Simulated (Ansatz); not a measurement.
A nudged elastic band was laid between two geometries of BClFH + H4Si (9 atoms, charge 0, multiplicity 1).

These are results of Ansatz, RKS PBE/6-31G*, not measurements.

```yaml
movable_images: 3
climbing_image: no
spring: 5.0 eV/Å²
optimiser: quadratic models (default)
start_path: through a guess of the saddle point
force_threshold: 0.03 eV/Å
iteration_limit: 60
end_points: relaxed
```

First end point:

```xyz
9
Properties=species:S:1:pos:R:3
B 0.176 -1.056 0.199
Cl 0.383 -2.405 1.307
F 1.017 -0.030 0.267
H -0.709 -1.061 -0.609
Si -0.042 3.151 0.988
H 1.126 2.905 1.892
H 0.401 3.079 -0.441
H -0.613 4.509 1.265
H -1.096 2.115 1.239
```

Last end point:

```xyz
9
Properties=species:S:1:pos:R:3
B 0.303 0.501 -0.307
Cl -0.928 -0.542 2.317
F 1.480 -0.127 -0.217
H -0.591 -0.088 -0.872
Si 0.170 2.425 0.378
H 0.861 2.587 1.708
H 0.852 3.364 -0.582
H -1.250 2.888 0.538
H -0.254 0.199 3.144
```

(1) What changes between the two ends?

(2) What energy profile does the band end with?

(3) What is the geometry of the highest image?

The band took 42 iterations and of the order of 6 core-minutes.

## Answers

(1) Bonds broken: B1–Cl2, Si5–H9. Bonds formed: B1–Si5, Cl2–H9. BClFH + H4Si becomes BFH4Si + ClH.

(2) The forces met the threshold. The highest image is number 3 of 0 to 4, 32.9 kcal/mol above the first end and 0.4 kcal/mol above the last; the last end lies 32.5 kcal/mol above the first. No image climbed, so the highest image needn't sit at the top of the path. So few images can step over the top or miss a turn of the path. The orbitals stay closed-shell, which can raise the energy where a bond breaks towards radicals; this wasn't checked here.

```
image  path coordinate (Å)  energy (kcal/mol)  B1–Cl2 (Å)  Si5–H9 (Å)  B1–Si5 (Å)
    0                 0.00                0.0        1.76        1.50        4.29
    1                 2.18                0.8        1.76        1.50        3.90
    2                 4.37               24.9        1.90        1.63        2.55
    3                 6.55               32.9        3.28        3.34        2.05
    4                 8.73               32.5        3.08        3.58        2.05
```

(3) 
```xyz
9
Properties=species:S:1:pos:R:3:forces:R:3
B 0.003 0.507 -0.361 0.00 0.00 0.00
Cl 0.218 -0.794 2.639 0.01 0.00 0.00
F 1.098 -0.046 -0.884 0.00 0.00 0.00
H -1.015 -0.147 -0.388 0.00 0.00 0.00
Si 0.075 2.429 0.352 0.00 0.00 0.00
H -0.082 2.432 1.855 -0.01 0.00 0.00
H 1.353 3.154 0.042 0.00 0.00 0.00
H -1.076 3.237 -0.180 0.00 0.00 -0.01
H 0.068 0.435 3.031 0.00 0.00 0.00
```

Run time: 6.1 min on 1 thread of AMD EPYC 7R43 64-Core Processor (Zen 3), with other jobs on the host, peak memory 0.14 GiB.
